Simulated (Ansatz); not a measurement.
Start from `O[SiH2][SiH3]` and change one atom or group to get `[SiH3][SiH2][InH2]`.

Ansatz, PBE0-D4/def2-TZVP geometries, multiplicity 1. Each molecule was computed in one conformer, which needn't be the lowest.

Elements past krypton have def2 core potentials.

```csv
property,`O[SiH2][SiH3]`
HOMO energy (PBE0/def2-TZVPP) / eV,-7.86
HOMO–LUMO gap (ωB97M-V/def2-TZVPP) / eV,11.16
HOMO energy (PBE/def2-TZVPP) / eV,-6.63
size of the dipole moment (ωB97M-V/def2-TZVPP) / D,1.18
size of the dipole moment (B3LYP/def2-TZVPP) / D,1.17
HOMO energy (B3LYP/def2-TZVPP) / eV,-7.67
```

(1) What does the change do to each property? (An estimate is asked.)

## Answers

(1) Ansatz gave: 
```csv
property,`[SiH3][SiH2][InH2]`,shift
HOMO energy (PBE0/def2-TZVPP) / eV,-7.25,0.61
HOMO–LUMO gap (ωB97M-V/def2-TZVPP) / eV,8.50,-2.66
HOMO energy (PBE/def2-TZVPP) / eV,-6.28,0.35
size of the dipole moment (ωB97M-V/def2-TZVPP) / D,0.29,-0.89
size of the dipole moment (B3LYP/def2-TZVPP) / D,0.25,-0.92
HOMO energy (B3LYP/def2-TZVPP) / eV,-7.06,0.61
```

With PBE0 the HOMO rises by 0.61 eV and the LUMO falls by 1.74 eV, so the gap narrows by about 2.35 eV. PBE moves the HOMO by 0.35 eV and ωB97M-V by 0.75 eV. The zero-point energy changes by -6.4 kJ/mol with +3 modes. Dipoles are sizes alone; their direction can turn.

B3LYP here is the variant with VWN-RPA as its local correlation; programs differ in this.
